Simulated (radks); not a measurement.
Valence configurations of the cobalt ion Co+ (all share [Ar]). Calculated with a radial shooting solver on a logarithmic mesh with Libxc functionals: Dirac Kohn-Sham, LDA (Slater exchange, Perdew-Wang correlation), spin-unpolarised, spherical densities, finite nucleus; open shells fill j = l - 1/2 first; Fermi nuclear charge, rms radius 3.7875 fm. Energies are relative to 3d8; eigenvalues in eV.

| valence | E (eV) | e(3d3/2) | e(3d5/2) | e(4p1/2) | e(4s1/2) |
|---|---|---|---|---|---|
| 3d8 | 0.000 | -12.657 | -12.479 | - | - |
| 3d7.5 4s0.5 | 0.873 | -14.879 | -14.693 | - | -12.231 |
| 3d7 4s1 | 2.506 | -17.378 | -17.183 | - | -13.068 |
| 3d7 4s0.5 4p0.5 | 5.182 | -18.112 | -17.915 | -8.160 | -13.538 |
| 3d7 4p1 | 7.886 | -18.824 | -18.627 | -8.536 | - |
| 3d6 4s2 | 8.571 | -23.178 | -22.963 | - | -14.784 |
| 3d6.5 4s0.5 4p1 | 10.684 | -21.581 | -21.375 | -9.074 | -14.793 |
| 3d6 4s1 4p1 | 14.507 | -24.588 | -24.372 | -9.619 | -15.622 |
| 3d6 4s0.5 4p1.5 | 17.526 | -25.264 | -25.047 | -9.942 | -16.013 |
| 3d6 4p2 | 20.578 | -25.921 | -25.704 | -10.248 | - |

NIST lists [Ar] 3d8 as the ground configuration; this level of theory agrees among the configurations tried. The energies are those of spherical spin-averaged densities, not of single terms.
